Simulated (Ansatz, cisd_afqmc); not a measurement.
System: AsH₂, charge 0, doublet. AsH2 (SMILES [AsH2], doublet).
B3LYP-D3(BJ)/def2-TZVP minimum from Ansatz (a quantum-chemistry and plane-wave program):
```xyz
3

As    -0.0239    -0.0491    -0.0281
H     -0.0021     1.4525    -0.3209
H      0.7904     0.1673     1.2490
```
Charge 0, spin multiplicity 2.

Total energies in cc-pVDZ, 7 correlated electrons, 14 frozen orbitals. Radicals and triplets start from unrestricted determinants; spin-orbit coupling is neglected. Correlated methods leave the cores frozen (noble-gas shells, and filled d and f shells in the p block). No relativity. AFQMC/CISD: phaseless, guided by CISD from CCSD amplitudes; bars are statistical, one sigma. Outlying blocks are dropped, and bars are widened where a walk drifts. Over all cases where full CI ran beside it in this data, AFQMC minus full CI had a median of +0.1 mEh and passed +0.4 mEh in a tenth of the cases.

| method | program | energy (Eh) | minus CCSDTQ (mEh) |
|---|---|---|---|
| HF | Ansatz | -2235.31066 | 125.97 |
| MP2 | Ansatz | -2235.40905 | 27.58 |
| CCSD | Ansatz | -2235.43348 | 3.15 |
| CCSD(T) | Ansatz | -2235.43599 | 0.64 |
| CCSDT(Q) | Ansatz | -2235.43662 | 0.01 |
| CCSDTQ | Ansatz | -2235.43663 | 0.00 |
| AFQMC/CISD | cisd_afqmc | -2235.4365 ± 0.0002 | 0.2 ± 0.2 |

Rough core times of Ansatz's runs on a shared machine: CCSD(T) under 20 s, CCSDT(Q) under 20 s, CCSDTQ 60 s.
